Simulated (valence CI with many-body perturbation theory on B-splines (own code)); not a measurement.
Mo XII: what the settings do

Calculated by configuration interaction combined with many-body perturbation theory (CI+MBPT): three valence electrons over a frozen Dirac-Fock core [Ar] 3d10, a basis of 6 s, 6 p, 5 d, 3 f, 1 g functions for each j, with the one-electron correlation potential Σ1, the two-electron term Σ2, the three-electron term Σ3, Breit, model QED; selected CI, second order for the rest, scaled by the run's own slope (own B-spline code, finite nucleus).

No measured levels were compared; by estimate levels hold to about 250 cm⁻¹ or 0.2 % of their energy and the worst to 1 %, as in measured heavy ions of charge 2 to 7; those with d or f electrons hold less well.

The reference run has the lowest level 4s2 4p 2P°_1/2 and an ionisation energy of 230.918 eV. Its largest variational space holds 3232 state functions.

Names give the largest LS component (configuration and term), which can be under half, so a name can repeat, a term be missing and a line seem to break the LS rules; names also repeat where a configuration has a term twice. Letters in brackets count levels of one name in rising energy.

Changed runs:
A. size limit of the variational space 10000 → 1500; second order for the rest on → off; QED terms on → off
B. screening of Σ1 on → off
C. orbitals per symmetry with explicit Σ2 and valence Breit (the others get mean screening factors) 5 → 7
D. correlating orbitals by l 3 3 3 2 1 → 2 2 1 1 0; natural orbitals for correlation on → off (bad on purpose)

Excitation energies of the reference run in cm⁻¹, and shifts in cm⁻¹:

| Level | Reference | A | B | C | D |
| --- | --- | --- | --- | --- | --- |
| 4s2 4p 2P°_3/2 | 28462 | -31 | +48 | -0.5 | -15 |
| 4s 4p2 4P_1/2 | 197479 | +656 | +136 | -4.4 | -562 |
| 4s 4p2 4P_3/2 | 211250 | +632 | +165 | -4.6 | -630 |
| 4s 4p2 4P_5/2 | 223932 | +613 | +180 | -4.4 | -562 |
| 4s 4p2 2D_3/2 | 262382 | +599 | +182 | -4.0 | +108 |
| 4s 4p2 2D_5/2 | 269122 | +587 | +201 | -4.0 | +33 |
| 4s 4p2 2P_1/2 | 297392 | +640 | +168 | -2.3 | +760 |
| 4s 4p2 2S_1/2 | 325865 | +585 | +213 | -3.5 | +798 |
| 4s 4p2 2P_3/2 | 332401 | +620 | +216 | -3.3 | +582 |
| 4s2 4d 2D_3/2 | 424329 | +73 | +234 | -4.0 | +748 |
| 4s2 4d 2D_5/2 | 428626 | +56 | +235 | -4.2 | +741 |
| 4p3 4S°_3/2 [a] | 493507 | +1288 | +306 | -9.4 | -200 |
| Ionisation energy (eV) | 230.918 | -0.013 | +0.073 | -0.0015 | -0.051 |
